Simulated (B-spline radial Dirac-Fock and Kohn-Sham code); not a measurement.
**Kohn-Sham estimates against Dirac-Fock for the levels of Tl³⁺**

System: Tl³⁺, configuration 1s2 2s2 2p6 3s2 3p6 3d10 4s2 4p6 4d10 4f14 5s2 5p6 5d10.

The density-functional columns are spherical, spin-unpolarised Dirac-Kohn-Sham results without Breit or QED terms: −ε is minus the orbital energy of the initial state and ΔSCF the difference of two total energies. The reference in the last column comes from multi-electron Dirac-Fock with separately optimised hole states, Breit and Lamb-shift corrections added in first order. All numbers are from a radial atomic solver, in eV; a selection of levels is shown. For the 1s level of heavy atoms much of the gap between ΔSCF and the reference is the Breit and QED part, -473.7 eV here; for other levels the error of the functional can be larger.

```
level   LDA −ε  LDA ΔSCF   PBE −ε  PBE ΔSCF  Dirac-Fock
   1s  85395.2   86027.0  85462.4   86096.4     85563.3
   2s  15218.8   15337.1  15228.8   15346.7     15390.7
2p1/2  14620.2   14773.4  14624.8   14777.9     14736.5
2p3/2  12556.9   12684.1  12559.4   12686.4     12694.4
   3s   3654.4    3690.0   3657.0    3692.4      3750.1
3p1/2   3382.4    3420.8   3383.3    3421.6      3458.2
3p3/2   2923.8    2958.0   2924.2    2958.3      2999.4
3d3/2   2471.0    2512.2   2470.7    2511.8      2523.9
3d5/2   2373.0    2412.7   2372.6    2412.2      2427.6
   4s    837.7     854.6    838.9     855.7       891.7
4p1/2    720.3     737.1    720.8     737.6       765.7
4p3/2    608.6     624.4    609.2     625.0       653.4
4d3/2    416.0     431.6    415.9     431.5       447.9
4d5/2    395.1     410.5    395.1     410.4       427.0
4f5/2    146.2     161.2    145.6     160.6       159.4
4f7/2    141.6     156.5    141.0     155.9       154.9
   5s    160.3     170.0    159.9     169.5       177.9
5p1/2    120.7     130.0    120.2     129.5       134.2
5p3/2    100.3     109.0    100.0     108.8       114.1
5d3/2    45.99     53.56    45.69     53.26       51.55
5d5/2    43.67     51.07    43.38     50.79       49.29
```

Question: Order the estimates of the K (1s) level by their distance from the Dirac-Fock value, nearest first.
A. PBE −ε
B. LDA −ε
C. PBE ΔSCF
D. LDA ΔSCF

Answer: A (101.0 eV), B (168.1 eV), D (463.7 eV), C (533.1 eV).

An eigenvalue near the reference for a deep level is a cancellation of errors: it lacks relaxation, carries self-interaction and omits Breit and QED terms.

For the outermost level NIST gives 51.14 ± 0.04 eV (measured); the differences from it are LDA −ε -7.47, LDA ΔSCF -0.07, PBE −ε -7.76, PBE ΔSCF -0.35, Dirac-Fock -1.85 eV.

Values without a named source are computed, but for edge energies of neutral atoms, which are taken from tables.
